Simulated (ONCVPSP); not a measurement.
Configuration tests for Mo (ONCV)

Mo (Z = 42), optimised norm-conserving Vanderbilt (ONCV), made with ONCVPSP 4.0.1 (PBE, scalar-relativistic). Core [Ar] 3d10 4s2, reference 4p6 4d5 5s1. Waves: 5s: rc 2.50 bohr, ncon 4, nbas 8, qcut 2.3 1/bohr, 2 projectors, debl 2.1 Ha; 4p: rc 1.35 bohr, ncon 3, nbas 7, qcut 7.2 1/bohr, 2 projectors, debl 1.9 Ha; 4d: rc 2.30 bohr, ncon 3, nbas 7, qcut 7.8 1/bohr, 1 projector. Local part: polynomial inside 0.95 bohr (lpopt 5, dvloc0 0 Ha). Core correction: none.

Energies are relative to the spin-unpolarised reference configuration 4p6 4d5 5s1; without spin polarisation the order of configurations can differ from experiment.

| valence configuration | charge | ΔE all-electron (eV) | error AE − PS (meV) |
| --- | --- | --- | --- |
| 4p6 4d4 5s0 | +2 | 22.352 | +19 |
| 4p6 4d3 5s0 | +3 | 49.096 | +73 |

Task: What are ΔE and the potential's error for 4p5 4d5 5s1?

Result: ΔE = 43.967 eV all-electron; the error (AE − PS) is -94 meV.

Task: What are ΔE and the potential's error for 4p6 4d5 5s0?

Result: ΔE = 6.890 eV all-electron; the error (AE − PS) is -9.5 meV.

Levels in the configuration 4p6 4d3 5s0:

```json
{"level": "4p", "all-electron (eV)": "-70.021", "pseudo (eV)": "-69.948"}
{"level": "4d", "all-electron (eV)": "-32.906", "pseudo (eV)": "-32.835"}
```

Note: ghosts flagged at negative energy: s at -178.2 eV; GHOST(+) flagged for s at 61.3 eV. A true bound ghost makes a file unfit for plane-wave use.
